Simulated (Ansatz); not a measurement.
Basis sets compared for Al₇. The state is a doublet with charge 0. Geometry r2SCAN-D4/def2-SVP. Ansatz on 4 threads of Intel Xeon 6975P-C on a shared host; times are rough, and most runs start from earlier orbitals.

```csv
atom,x (Å),y (Å),z (Å)
Al1,-0.353,-1.843,0.979
Al2,-1.400,0.507,0.938
Al3,1.830,-1.001,-0.360
Al4,-0.516,-0.912,-1.414
Al5,0.931,1.407,-0.498
Al6,-1.498,1.520,-1.480
Al7,1.005,0.323,1.835
```

The structure comes from a short search, and lower isomers may exist.

Binding counts from free atoms (Al doublet) in the same basis, without a counterpoise term.

| level | functions | energy (Eh) | HOMO (eV) | LUMO (eV) | binding per atom (eV) | wall time |
| --- | --- | --- | --- | --- | --- | --- |
| PBE-D4/def2-SVP | 126 | -1695.5846 | -4.49 | -3.69 | 2.31 | 2.3 s |
| PBE-D4/def2-TZVP | 259 | -1696.1901 | -4.36 | -3.55 | 2.32 | 5 s |
| r2SCAN-D4/def2-TZVP | 259 | -1696.9122 | -4.63 | -3.50 | 2.33 | 15 s |
| PBE0-D4/def2-SVP | 126 | -1695.7183 | -5.21 | -3.15 | 2.21 | 4.5 s |
| PBE0-D4/def2-TZVP (with forces) | 259 | -1696.3164 | -5.07 | -2.96 | 2.23 | 24 s |

**Question.** Estimate the rows for PBE-D4/def2-TZVPD, r2SCAN-D4/def2-TZVPD, PBE0-D4/def2-TZVPD.

**Answer.** 
| level | functions | energy (Eh) | HOMO (eV) | LUMO (eV) | binding per atom (eV) | wall time |
| --- | --- | --- | --- | --- | --- | --- |
| PBE-D4/def2-TZVPD | 301 | -1696.1910 | -4.35 | -3.54 | 2.32 | 8.5 s |
| r2SCAN-D4/def2-TZVPD | 301 | -1696.9134 | -4.61 | -3.48 | 2.33 | 19 s |
| PBE0-D4/def2-TZVPD | 301 | -1696.3174 | -5.06 | -2.95 | 2.23 | 21 s |
